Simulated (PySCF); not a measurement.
## Computed beside measured shifts: Dimethyl (4-hydroxy)pentyl phosphate (C7H17O5P)

System: Dimethyl (4-hydroxy)pentyl phosphate (C7H17O5P), SMILES COP(=O)(OC)OCCC[C@H](C)O.

Atom-mapped SMILES (hydrogens are numbered by the atom that bears them): [CH3:1][O:2][P:3](=[O:4])([O:5][CH3:6])[O:7][CH2:8][CH2:9][CH2:10][C@H:11]([CH3:12])[OH:13]

Level of theory: GIAO PBE0/pcSseg-2, gas phase, PySCF SCF with an in-house response code, fitting set def2-universal-JFIT up to Ne and JKFIT beyond, grid level 2, non-relativistic, geometry: PBE0-D3(BJ)/def2-SVP.

One optimised conformer. Values are averaged over the atoms that symmetry or fast rotation interchanges, on this one geometry and without vibrational averaging. Shifts are the reference shielding less the shielding here, at the same level (13C, 1H against isolated TMS; 17O against isolated H2O; 31P against isolated H3PO4); nuclei without a reference have shieldings only.

**Question.** What shifts does this level give for P3, and how do they compare with measurement?

**Answer.** 
| atom | nucleus | computed / ppm | measured / ppm | computed less measured | measured against | medium of the measurement |
| --- | --- | --- | --- | --- | --- | --- |
| P3 | 31P | -3.4 | 1.25 | -4.7 | 85 % H3PO4 | DMSO-d6 |

Computed 19F and 31P shifts carry an offset from the reference molecule (CFCl3 is hard for DFT, lone H3PO4 or PH3 isn't the 85 % acid), so differences between compounds are more accurate than the values.

Measured values: supporting information or article, doi 10.1039/d3ra02293e.
